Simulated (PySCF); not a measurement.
Worked example: oscillator strength and radiative lifetime

CH₃ClFInO, SMILES [In]([O]C)([Cl])[F].

Coordinates come from a PBE0-D3(BJ)/def2-SVP optimisation. The structure was generated by enumeration; whether it is a known compound was not checked. The def2 effective core potentials stand for the cores of In; spin–orbit coupling is left out. Other conformers were not sampled.

TDA-ωB97X/def2-SVPD (PySCF) puts the first singlet state with f over 0.02 at 5.36 eV (vertical), with the transition dipole (-0.208, -0.561, -0.562) in atomic units.

Problem. Find the oscillator strength, the wavelength and the radiative lifetime that this transition would have in vacuum if emission retraced absorption.

Solution. 
|μ|² = 0.6738 au, so |μ| = 2.09 D. ΔE = 5.36/27.211 = 0.1970 hartree. f = (2/3) ΔE |μ|² = 0.088 (the program prints 0.088).
λ = 1239.84/5.36 = 231 nm; ν = 43231 cm⁻¹.
Einstein's coefficient A = 0.6670 ν² f s⁻¹ (ν in cm⁻¹) = 1.1e8 s⁻¹, so τ = 1/A = 9.1 ns. This state is S2; the lower singlet has f = 0.007. The figure is the radiative limit of this one transition; relaxation, internal conversion, crossing to triplets and a medium change what is measured.
